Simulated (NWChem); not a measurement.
All runs are NWChem calculations. System: Te, charge 0, spin multiplicity 3. Its SCF solution wasn't tested for a lower state. Level: UB3LYP/x2c-SVPall-2c, scalar ZORA, VWN1-RPA local correlation.

The NWChem input:

```
start mol
memory heap 200 mb stack 800 mb global 1000 mb
geometry units angstroms nocenter noautoz noautosym
  Te     0.000000     0.000000     0.000000
end
basis spherical
  * library x2c-svpall-2c
end
relativistic
  zora on
end
dft
  xc b3lyp
  odft
  mult 3
  semidirect memsize 60000000 filesize 0
  iterations 100
  grid fine
end
task dft energy
```

Output (cleaned and shortened):

```
             Northwest Computational Chemistry Package (NWChem) 7.3.0
             --------------------------------------------------------

                                NWChem Input Module
                                -------------------

 Scaling coordinates for geometry "geometry" by  1.889725989
 (inverse scale =  0.529177249)

                             Geometry "geometry" -> ""
                             -------------------------

 Output coordinates in angstroms (scale by  1.889725989 to convert to a.u.)

  No.       Tag          Charge          X              Y              Z
 ---- ---------------- ---------- -------------- -------------- --------------
    1 Te                  52.0000     0.00000000     0.00000000     0.00000000

 Effective nuclear repulsion energy (a.u.)       0.0000000000

            Nuclear Dipole moment (a.u.)
            ----------------------------
        X                 Y               Z
 ---------------- ---------------- ----------------
     0.0000000000     0.0000000000     0.0000000000


 Summary of "ao basis" -> "" (spherical)
 ------------------------------------------------------------------------------
       Tag                 Description            Shells   Functions and Types
 ---------------- ------------------------------  ------  ---------------------
 *                       x2c-svpall-2c                on all atoms

                                 NWChem DFT Module
                                 -----------------

 Summary of "ao basis" -> "ao basis" (spherical)
 ------------------------------------------------------------------------------
       Tag                 Description            Shells   Functions and Types
 ---------------- ------------------------------  ------  ---------------------
 Te                      x2c-svpall-2c              18       50   6s8p4d

 Summary of "ao basis" -> "ao basis" (spherical)
 ------------------------------------------------------------------------------
       Tag                 Description            Shells   Functions and Types
 ---------------- ------------------------------  ------  ---------------------
 Te                      x2c-svpall-2c              18       50   6s8p4d

            General Information
            -------------------
          SCF calculation type: DFT
          Wavefunction type:  spin polarized.
          No. of atoms     :     1
          No. of electrons :    52
           Alpha electrons :    27
            Beta electrons :    25
          Charge           :     0
          Spin multiplicity:     3
          Use of symmetry is: off; symmetry adaption is: off
          Maximum number of iterations: 100
          AO basis - number of functions:    50
                     number of shells:    18
          Convergence on energy requested:  1.00D-06
          Convergence on density requested:  1.00D-05
          Convergence on gradient requested:  5.00D-04

              XC Information
              --------------
                         B3LYP Method XC Potential
                     Hartree-Fock (Exact) Exchange  0.200
                        Slater Exchange Functional  0.800 local
                    Becke 1988 Exchange Functional  0.720 non-local
              Lee-Yang-Parr Correlation Functional  0.810
                  VWN I RPA Correlation Functional  0.190 local

             Grid Information
             ----------------
          Grid used for XC integration:  fine
          Radial quadrature: Mura-Knowles
[...]
    19      0.344802  1 Te px                13     -0.325180  1 Te px
    20      0.317743  1 Te py                14     -0.299661  1 Te py
    10      0.115567  1 Te px                11      0.106497  1 Te py
     7     -0.050716  1 Te px                 8     -0.046736  1 Te py

 Vector   28  Occ=0.000000D+00  E= 1.721163D-01
              MO Center= -1.4D-11,  2.5D-11,  3.2D-15, r^2= 4.0D+00
   Bfn.  Coefficient  Atom+Function         Bfn.  Coefficient  Atom+Function
  ----- ------------  ---------------      ----- ------------  ---------------
     5      2.287566  1 Te s                  6     -2.097422  1 Te s
     4     -0.709155  1 Te s                  3      0.149187  1 Te s
     2     -0.087667  1 Te s                 41      0.032584  1 Te d -2

 Vector   29  Occ=0.000000D+00  E= 2.916522D-01
              MO Center=  4.4D-12, -4.8D-12,  3.0D-15, r^2= 2.2D+00
   Bfn.  Coefficient  Atom+Function         Bfn.  Coefficient  Atom+Function
  ----- ------------  ---------------      ----- ------------  ---------------
    43      0.916663  1 Te d  0              41      0.527472  1 Te d -2
    38     -0.344902  1 Te d  0              36     -0.198466  1 Te d -2
    33      0.120675  1 Te d  0              31      0.069439  1 Te d -2
    45      0.043157  1 Te d  2

 Vector   30  Occ=0.000000D+00  E= 2.916522D-01
              MO Center=  4.4D-12, -4.8D-12,  5.5D-15, r^2= 2.2D+00
   Bfn.  Coefficient  Atom+Function         Bfn.  Coefficient  Atom+Function
  ----- ------------  ---------------      ----- ------------  ---------------
    42      0.778370  1 Te d -1              44      0.717286  1 Te d  1
    37     -0.292868  1 Te d -1              39     -0.269885  1 Te d  1
    32      0.102469  1 Te d -1              34      0.094428  1 Te d  1

                     DFT Final Beta Molecular Orbital Analysis
                     -----------------------------------------

 Vector   23  Occ=1.000000D+00  E=-1.617369D+00
              MO Center= -7.2D-14, -2.5D-13,  9.1D-17, r^2= 3.1D-01
   Bfn.  Coefficient  Atom+Function         Bfn.  Coefficient  Atom+Function
  ----- ------------  ---------------      ----- ------------  ---------------
    36      0.914551  1 Te d -2              38     -0.529782  1 Te d  0
    31     -0.352728  1 Te d -2              33      0.204329  1 Te d  0
    40      0.074827  1 Te d  2              35     -0.028860  1 Te d  2

 Vector   24  Occ=1.000000D+00  E=-5.536818D-01
              MO Center= -1.4D-11,  2.5D-11,  9.4D-15, r^2= 1.4D+00
   Bfn.  Coefficient  Atom+Function         Bfn.  Coefficient  Atom+Function
  ----- ------------  ---------------      ----- ------------  ---------------
     5      0.976778  1 Te s                  4     -0.769740  1 Te s
     6      0.263593  1 Te s                  3      0.207303  1 Te s
     2     -0.104433  1 Te s                  1      0.025660  1 Te s

 Vector   25  Occ=1.000000D+00  E=-2.127385D-01
              MO Center= -3.9D-12,  9.2D-12,  4.9D-13, r^2= 2.2D+00
   Bfn.  Coefficient  Atom+Function         Bfn.  Coefficient  Atom+Function
  ----- ------------  ---------------      ----- ------------  ---------------
    22      0.510916  1 Te px                23      0.470821  1 Te py
    19      0.335015  1 Te px                13     -0.320165  1 Te px
    20      0.308724  1 Te py                14     -0.295040  1 Te py
    10      0.110127  1 Te px                11      0.101485  1 Te py
     7     -0.050728  1 Te px                 8     -0.046747  1 Te py

 Vector   26  Occ=0.000000D+00  E=-1.569408D-01
              MO Center= -6.3D-12,  1.2D-11, -1.5D-14, r^2= 2.3D+00
   Bfn.  Coefficient  Atom+Function         Bfn.  Coefficient  Atom+Function
  ----- ------------  ---------------      ----- ------------  ---------------
    24      0.709301  1 Te pz                21      0.437169  1 Te pz
    15     -0.428124  1 Te pz                12      0.146858  1 Te pz
     9     -0.068135  1 Te pz

 Vector   27  Occ=0.000000D+00  E=-1.569407D-01
              MO Center=  8.6D-12, -4.1D-12, -1.8D-15, r^2= 2.3D+00
   Bfn.  Coefficient  Atom+Function         Bfn.  Coefficient  Atom+Function
  ----- ------------  ---------------      ----- ------------  ---------------
    23     -0.521601  1 Te py                22      0.480667  1 Te px
    20     -0.321482  1 Te py                14      0.314831  1 Te py
    19      0.296253  1 Te px                13     -0.290124  1 Te px
    11     -0.107995  1 Te py                10      0.099520  1 Te px
     8      0.050105  1 Te py                 7     -0.046173  1 Te px

 Vector   28  Occ=0.000000D+00  E= 1.917000D-01
              MO Center= -2.2D-11,  2.7D-11,  5.6D-15, r^2= 4.0D+00
   Bfn.  Coefficient  Atom+Function         Bfn.  Coefficient  Atom+Function
  ----- ------------  ---------------      ----- ------------  ---------------
     5      2.286233  1 Te s                  6     -2.099478  1 Te s
     4     -0.707456  1 Te s                  3      0.148706  1 Te s
     2     -0.087429  1 Te s

   alpha - beta orbital overlaps
   -----------------------------

   alpha      1      2      3      4      5      6      7      8      9     10
    beta      1      2      3      4      5      6      7      8      9     10
 overlap   1.000  1.000  1.000  1.000  1.000  1.000  1.000  1.000  1.000  1.000

   alpha     11     12     13     14     15     16     17     18     19     20
    beta     11     12     13     14     15     16     17     18     19     20
 overlap   1.000  1.000  1.000  1.000  1.000  1.000  1.000  1.000  1.000  1.000

   alpha     21     22     23     24     25     26     27     28     29     30
    beta     21     22     23     24     27     26     25     28     31     32
 overlap   1.000  1.000  1.000  0.999  0.999  0.999  1.000  0.999  1.000  1.000

   alpha     31     32     33     34     35     36     37     38     39     40
    beta     29     30     33     35     34     36     37     38     39     40
 overlap   1.000  1.000  0.999  0.999  0.999  1.000  1.000  1.000  1.000  1.000

   alpha     41     42     43     44     45     46     47     48     49     50
    beta     41     42     43     44     45     46     47     48     49     50
 overlap   1.000  1.000  1.000  1.000  1.000  1.000  1.000  1.000  1.000  1.000

     --------------------------
     Expectation value of S2:
     --------------------------
      <S2> =      2.0014 (Exact =     2.0000)

 Task  times  cpu:        6.7s     wall:        6.7s

 Total times  cpu:        6.7s     wall:        6.7s
```
